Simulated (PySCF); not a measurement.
CBrCl2F, SMILES FC(Cl)(Cl)Br. Geometry: PBE0-D3(BJ)/def2-SVP.

Computed equilibrium geometry at PBE0-D3(BJ)/def2-SVP (PySCF confirms it by a frequency run) as bond lengths and angles, and its point group:
point group Cs.
Atoms: F1 C2 Cl3 Cl4 Br5. Bonded distances (Å): F1–C2 1.326, C2–Cl3 1.763, C2–Cl4 1.763, C2–Br5 1.943. Angles (°): F1–C2–Cl3 108.9, F1–C2–Cl4 108.9, F1–C2–Br5 108.1, Cl3–C2–Cl4 110.5, Cl3–C2–Br5 110.2, Cl4–C2–Br5 110.2.
